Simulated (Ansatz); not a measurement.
One elementary step

Start structure (BSiNH₆F₂, singlet), relaxed at PBE0-D4/def2-TZVP:

```json
{"atom": "B1", "x (Å)": "0.0267", "y (Å)": "0.6020", "z (Å)": "-1.5048"}
{"atom": "N2", "x (Å)": "1.3346", "y (Å)": "1.0553", "z (Å)": "-1.6491"}
{"atom": "F3", "x (Å)": "-0.3098", "y (Å)": "-0.6448", "z (Å)": "-1.8237"}
{"atom": "F4", "x (Å)": "-0.9342", "y (Å)": "1.4021", "z (Å)": "-1.0514"}
{"atom": "H5", "x (Å)": "0.3788", "y (Å)": "-0.3265", "z (Å)": "1.1901"}
{"atom": "Si6", "x (Å)": "-0.7652", "y (Å)": "-0.9750", "z (Å)": "1.8825"}
{"atom": "H7", "x (Å)": "2.0736", "y (Å)": "0.4659", "z (Å)": "-1.9857"}
{"atom": "H8", "x (Å)": "1.6085", "y (Å)": "1.9906", "z (Å)": "-1.4102"}
{"atom": "H9", "x (Å)": "-1.0530", "y (Å)": "-0.2350", "z (Å)": "3.1375"}
{"atom": "H10", "x (Å)": "-1.9591", "y (Å)": "-0.9581", "z (Å)": "1.0040"}
{"atom": "H11", "x (Å)": "-0.4008", "y (Å)": "-2.3766", "z (Å)": "2.2109"}
```

The step: BNH₂F₂ ([NH2][B]([F])[F]) + SiH₄ → BSiH₃F₂ ([F][B]([F])[SiH3]) + NH₃ (still joined by a long B–N bond); bonds formed: B1–Si6, N2–H5; bonds broken: H5–Si6; bonds weakened to dative contacts: B1–N2. Computed with Ansatz 0.2.0 (basis: def2-TZVPP and def2-QZVPP); correlated methods freeze the cores. Extrapolation: Hartree–Fock as exp(−7.88 √X), correlation as X^−2.97. Energies below are by CCSD(T) at an estimated basis limit (MP2 extrapolated from triple and quadruple zeta, plus CCSD(T) − MP2 in triple zeta).

(1) What are the electronic barrier and the energy of the step, from the start structure to the end structure? (An estimate is asked for; the value comes from the calculation.)

The T1 diagnostic stays at or below 0.013. The start structure is not quite a true minimum (one mode of 32i cm⁻¹).

Results:

(1) By the calculation: Barrier 58.25 kcal/mol; step energy 16.43 kcal/mol (uphill); reverse barrier, their difference, 41.82 kcal/mol. Barrier and step energy count from the start structure, the reverse barrier from the end structure.

The saddle point: One imaginary mode of 1449i cm⁻¹.
| pair | start (Å) | saddle (Å) | end (Å) |
| --- | --- | --- | --- |
| B1–Si6 | 3.82 | 2.37 | 2.06 |
| N2–H5 | 3.30 | 1.31 | 1.02 |
| B1–N2 | 1.39 | 1.54 | 1.67 |
| H5–Si6 | 1.49 | 1.90 | 3.21 |

Zero-point energy (harmonic, PBE0-D4): ZPE is 43.14 kcal/mol at the start and 42.08 kcal/mol at the saddle, so the barrier goes from 58.25 to 57.20 kcal/mol.

Labels in which every atom is bracketed show which atoms are joined, not bond orders.

For scale, one of the runs: CCSD(T)/def2-TZVPP, 250 basis functions, launched by `ansatz run in.yaml --threads 8 --pin off --events-out ev --progress --plain --max-ram 19148MiB`. The run took 2.1 min on 8 CPU threads of an AMD EPYC 7R43 (shared host), with 5.6 GiB of host memory at its peak.
